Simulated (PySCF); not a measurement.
**Cu (copper, neutral) across methods**

[Ar] 3d10 4p1, 2P determinant (an excited configuration). Calculation: PySCF 2.14, in def2-TZVPPD (6s6p4d2f1g, 67 functions); no relativity, point nucleus.

| method | E (hartree) | mean ε 3d α (eV) | mean ε 3d β (eV) | mean ε 4p α (eV) | Σ⟨r²⟩ (bohr²) | ⟨S²⟩ |
| --- | --- | --- | --- | --- | --- | --- |
| PBE0 | -1640.110 | -9.365 | -9.343 | -2.508 | 42.86 | 0.765 |
| BP86 | -1640.607 | -7.319 | -7.268 | -2.194 | 42.08 | 0.795 |
| TPSSh | -1640.355 | -7.900 | -7.868 | -2.211 | 42.46 | 0.788 |
| MN15 | -1640.616 | -10.488 | -10.470 | -2.679 | 41.54 | 0.772 |
| PBEsol | -1638.773 | -7.153 | -7.099 | -2.048 | 42.11 | 0.784 |
| PBE | -1640.105 | -7.150 | -7.096 | -2.076 | 42.24 | 0.787 |
| r2SCAN | -1640.330 | -7.251 | -7.234 | -2.182 | 41.55 | 0.833 |
| UHF | -1638.80966 | -15.745 | -15.810 | -3.379 | 46.17 | 0.755 |

Problem. Estimate the same row for LDA.

Solution. E (hartree) = -1637.582; mean ε 3d α (eV) = -7.436; mean ε 3d β (eV) = -7.377; mean ε 4p α (eV) = -2.075; Σ⟨r²⟩ (bohr²) = 41.95; ⟨S²⟩ = 0.764.
